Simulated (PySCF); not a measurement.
SiCl₃I, SMILES Cl[Si](Cl)(Cl)I.

Geometry: PBE0-D3(BJ)/def2-SVP. The def2 effective core potentials stand for the cores of I; spin–orbit coupling is left out.

Calculation: PBE0-D3(BJ)/def2-SVP (PySCF).

Frequencies are harmonic and unscaled.

Modes within 1.5 cm⁻¹ of each other (mostly degenerate sets) share a row, with their intensities summed.

### Question
Give all harmonic wavenumbers and intensities. (An estimate is asked for; the answer gives what the named calculation found.)

### Answer

| mode | ν (cm⁻¹) | IR (km/mol) | Raman (Å⁴/amu) | depolarisation | moving atoms (share of kinetic energy) |
|---|---|---|---|---|---|
| 1–2 | 117 | 0.1 | 5.9 | 0.75 | Cl 85 %, I 12 % |
| 3 | 164 | 3.8 | 5.3 | 0.49 | Cl 61 %, I 38 % |
| 4–5 | 192 | 7.6 | 6.7 | 0.75 | Cl 81 %, Si 17 % |
| 6 | 335 | 20.5 | 11.3 | 0.00 | Cl 64 %, Si 25 %, I 11 % |
| 7 | 536 | 195.1 | 3.6 | 0.05 | Si 64 %, Cl 34 % |
| 8–9 | 626 | 316.8 | 3.5 | 0.75 | Si 66 %, Cl 34 % |
